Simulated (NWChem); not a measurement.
# SiH$_{3}$O$_{4}$, doublet; SMILES [O][Si](O)(O)O

```xyz
8

O     -0.2921     1.0186    -1.3392
Si    -0.0257    -0.0043    -0.0493
O     -1.3552    -0.9542     0.1121
O      1.2587    -1.0240    -0.1535
O      0.2735     1.0646     1.1755
H     -1.1648    -1.8775     0.3333
H      2.1350    -0.6158    -0.1171
H     -0.4048     1.7403     1.3220
```
Atoms are numbered in this order, from 1.

Computed with NWChem. Pople sets run with spherical d functions. Spin-unrestricted. The radical's symmetric form is orbitally degenerate, so geometry and low modes hang on which distorted state is reached. The geometry was optimised at B3LYP/6-31G* (spherical d), spin-unrestricted. No stability test was run on the SCF state. Level: PBE0/6-31G* with SMD (1 M gas to 1 M solution), gas-phase geometry. Reactions with the solvent are ignored.

| solvent | dielectric constant | solvation free energy (kcal/mol) | cavity-dispersion-structure term (kcal/mol) | dipole in solution (D) |
|---|---|---|---|---|
| water | 78.4 | -14.8 | 1.9 | 2.10 |
| acetonitrile | 35.7 | -9.6 | -1.0 | 1.97 |
| cyclohexanone | 15.6 | -9.0 | ? | 1.91 |
| dichloromethane | 8.93 | -9.0 | -0.4 | 1.95 |
| methanol | 32.6 | -13.4 | 3.0 | 2.09 |
| anisole | 4.22 | -7.3 | -2.1 | 1.86 |
| ethylene glycol | 40.2 | -10.9 | 5.6 | 2.09 |

Task: Fill in the missing entries.

Result: 
- cyclohexanone, cavity-dispersion-structure term (kcal/mol): -2.6
